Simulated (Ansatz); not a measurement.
Species: C3H6O, SMILES `C=CCO` (C–C–C–O torsion -6°, C–C–O–H torsion -58°) (charge 0, multiplicity 1), formula C$_{3}$H$_{6}$O.

How many basis functions does frozen-core CCSD(T)/def2-TZVPP // B3LYP-D3(BJ)/def2-TZVP (Ansatz, a program for electronic structure) use, how many core orbitals are frozen, and how many electrons are correlated?

208 basis functions and 4 frozen orbitals, which leaves 24 correlated electrons. Core time is of the order of minutes.
